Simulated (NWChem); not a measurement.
BeCl (+1) in NWChem

SMILES: [Be+][Cl]
```xyz
2

Be     0.0000     0.0000    -1.4219
Cl     0.0000     0.0000     0.3346
```
Charge +1, spin multiplicity 1.

The numbers come from NWChem runs, not from measurements. Structure: optimised with B3LYP/def2-SVP, a minimum by its harmonic frequencies.

Symmetry labels belong to the abelian group C2v used in the runs, with the axes of the coordinates shown; states degenerate in a higher group split over its labels.

B3LYP has NWChem's definition, with VWN1-RPA local correlation. The spin multiplicity of the parent species was assumed, not shown to be that of its ground state. The structure started from a generated list of species.

List the lowest 3 singlet excitations that TD-B3LYP/aug-cc-pVDZ, VWN1-RPA local correlation gives, with oscillator strengths.


| state | symmetry | energy (eV) | wavelength (nm) | f |
|---|---|---|---|---|
| 1 | b1 | 3.32 | 374 | 0.012 |
| 2 | b2 | 3.32 | 374 | 0.012 |
| 3 | a1 | 5.50 | 225 | 0.031 |
